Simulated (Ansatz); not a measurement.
Molecule: sum formula Si2H3Cl2, charge 0, multiplicity 2. It need not be the lowest isomer of its formula. 
Structure (B3LYP-D3(BJ)/def2-TZVP (Ansatz, a first-principles code) minimum search):
```xyz
7

Cl     2.3247    -1.3550    -0.0839
Si     1.1177     0.3050     0.2451
Si    -1.1104    -0.3105    -0.1441
Cl    -2.2548     1.4041     0.0775
H      1.5942     1.3899    -0.6533
H     -1.3368    -0.8429    -1.5070
H     -1.5479    -1.3055     0.8562
```
Charge 0, spin multiplicity 2.

Property: atomisation energy (electronic, to ground-state atoms), in kJ/mol. Correlated levels leave the core frozen unless marked. Open shells are spin-unrestricted. Spin-orbit coupling is left out. No relativistic terms. The coupled-cluster limit lacks core correlation, which all-electron functionals hold. Basis-set limits of correlation are two-point, X^-3; Hartree-Fock from the larger set.

```
level                                                             program  atomisation energy (kJ/mol)
---------------------------------------------------------  --------------  ---------------------------
HF/STO-3G                                                          Ansatz                       2044.3
HF/6-31G                                                           Ansatz                       1121.6
HF/aug-cc-pV(D+d)Z                                                 Ansatz                       1465.9
HF/aug-cc-pV(T+d)Z                                                 Ansatz                       1497.0
SVWN5/def2-TZVPD                                                   Ansatz                       2210.9
PBE/def2-TZVPD                                                     Ansatz                       1959.7
B3LYP-D3(BJ)/def2-TZVPD                                    Ansatz + dftd3                       1963.0
PBE0-D3(BJ)/def2-TZVPD                                     Ansatz + dftd3                       1972.7
r2SCANh-D4/def2-TZVPD                                      Ansatz + dftd4                       1988.7
r2SCAN0-D4/def2-TZVPD                                      Ansatz + dftd4                       1976.2
r2SCAN0/def2-TZVPD                                                 Ansatz                       1970.1
RI-MP2/aug-cc-pV(T+d)Z                                             Ansatz                       1941.1
RI-MP2/cc-pV(Q+d)Z                                                 Ansatz                       1971.2
SCS-MP2/aug-cc-pV(D+d)Z                                            Ansatz                       1823.1
SCS-MP2/cc-pV(T+d)Z                                                Ansatz                       1914.2
SCS-MP2/aug-cc-pV(Q+d)Z                                            Ansatz                       1973.2
CCSD/CBS(cc-pV(T+d)Z,cc-pV(Q+d)Z)                                  Ansatz                       1948.0
CCSD(T)/cc-pV(D+d)Z                                                Ansatz                       1770.9
CCSD(T)/cc-pV(Q+d)Z                                                Ansatz                       1949.5
CCSD(T) with core electrons (1s frozen past Ne)/cc-pwCVTZ          Ansatz                       1902.9
CCSD(T)/CBS(aug-cc-pV(T+d)Z,aug-cc-pV(Q+d)Z)                       Ansatz                       1983.4
```
